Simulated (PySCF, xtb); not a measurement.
CrF₃, SMILES [F][Cr]([F])[F] (connectivity only; charge and spin as stated), neutral, multiplicity 4.

Harmonic wavenumbers (cm⁻¹) from GFN2-xTB (xtb) at its own minimum, in rising order: 191, 191, 238, 522, 624, 624.

Q: What does PBE-D3(BJ)/def2-SVP run with PySCF give at its own minimum? (The exact figures need the calculation; the answer reports its results.)

A: 128, 181, 181, 668, 783, 783. Paired by order, the mean absolute difference is 99 cm⁻¹ and the zero-point energies are 3.4 and 3.9 kcal/mol.
